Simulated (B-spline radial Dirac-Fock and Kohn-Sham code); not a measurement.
# X-ray lines that fill the M4 vacancy in Sn³⁺

System: tin as Sn³⁺, configuration 1s2 2s2 2p6 3s2 3p6 3d10 4s2 4p6 4d10 5s1, inside a Watson sphere of charge -3 and radius 3 Å (a model of the Madelung potential; inside it an electron's potential energy is raised by 14.4 eV).

Input of the calculation (task.json; shells as n, l, electrons):

```json
{"items": [{
  "Z": 50,
  "q": 3,
  "cfg": [[1, 0, 2], [2, 0, 2], [2, 1, 6], [3, 0, 2], [3, 1, 6], [3, 2, 10], [4, 0, 2], [4, 1, 6], [4, 2, 10], [5, 0, 1]],
  "A": 120,
  "rrms": 4.6519,
  "watson": [-3, 3.0],
  "do": ["binding", "quiet", "decay"],
  "holes": ["K", "L1", "L2", "L3", "M1", "M2", "M3", "M4", "M5", "N1", "N2", "N3", "N4", "N5"]
}]}
```

Run with: `python xray_run.py task.json out`

These are calculated numbers from a radial B-spline solver; the model is one-electron (LDA, Dirac) transition rates at Dirac-Fock energies.

| line | multipole | energy (eV) | rate (s⁻¹) | share (%) |
| --- | --- | --- | --- | --- |
| Mζ2 (M4-N2) | E1 | 391.9 | 1.95e+11 | 85.8 |
| M4-N3 | E1 | 399.5 | 3.20e+10 | 14.1 |
| M4-N4 | E2 | 470.2 | 1.10e+08 | 0.0483 |

The listed lines hold 100.0 % of the radiative rate. The radiative width is 0.000150 eV in the length form and 0.000162 eV in the velocity form; the two differ because the transition energies are not eigenvalue differences of the potential that gave the orbitals.
